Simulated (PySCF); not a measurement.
PBE on Pt⁻ (platinum, charge -1), [Xe] 4f14 5d9 6s2, 2D determinant. Computed with PySCF 2.14 in aug-cc-pVDZ-PP with ECP60MDF, with scalar relativity through the core potential.

```
cycle= 1 E= -119.482875714818  delta_E= -0.018  |g|= 0.102  |ddm|= 0.418
cycle= 2 E= -119.469217758028  delta_E= 0.0137  |g|= 0.203  |ddm|= 0.221
cycle= 3 E= -119.486840294338  delta_E= -0.0176  |g|= 0.00866  |ddm|= 0.175
cycle= 4 E= -119.486888774508  delta_E= -4.85e-05  |g|= 0.00177  |ddm|= 0.0171
cycle= 5 E= -119.486890780068  delta_E= -2.01e-06  |g|= 0.00025  |ddm|= 0.0033
cycle= 6 E= -119.486890824179  delta_E= -4.41e-08  |g|= 1.74e-05  |ddm|= 0.000491
cycle= 7 E= -119.486890824428  delta_E= -2.49e-10  |g|= 1.29e-07  |ddm|= 4.28e-05
converged SCF energy = -119.486890824428  <S^2> = 0.75374259  2S+1 = 2.0037391
```

Highest occupied orbital energy: 1.131 eV; ⟨L²⟩ = 6.03; populations by l: s 4.00, p 6.00, d 9.00, f 0.00.

Can this result be used?

With care. Self-consistency was reached. Energies and moments cover only the electrons outside the core potential. Spin-orbit coupling, absent here, splits the open shell strongly. At PBE the highest occupied level has a positive energy, so only the finite basis holds that electron; in a semilocal or global hybrid functional this comes from self-interaction and does not mean that the real anion is unbound.
